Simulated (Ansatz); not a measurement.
Basis-set extrapolation for CH$_{4}$AlFO (`C[O][AlH][F]`) (PBE0-D4/def2-TZVP geometry, frozen core, Ansatz). Multiplicity 1, RHF reference.

|  | def2-TZVPP | def2-QZVPP |
| --- | --- | --- |
| HF | -456.640702 | -456.659085 |
| MP2 correlation | -0.740614 | -0.801892 |
| CCSD(T) correlation | -0.786748 | not run |

Energies in hartree. Use E(X) = E(∞) + A·exp(−7.88·√X) for Hartree–Fock and E(X) = E(∞) + B·X^(−2.97) for correlation, with X = 3 and 4, and add CCSD(T) minus MP2 of the smaller set to the MP2 limit.

Q: What is the CCSD(T) energy at the basis-set limit?

A: HF limit: -456.659085 + (-0.018383) × 0.13774 = -456.66162. MP2 limit: -0.801892 + (-0.061278) × 0.74074 = -0.84728. Higher-order term: -0.786748 − (-0.740614) = -0.04613. Total: -457.55503 hartree, 335.0 kJ/mol below CCSD(T)/def2-TZVPP.
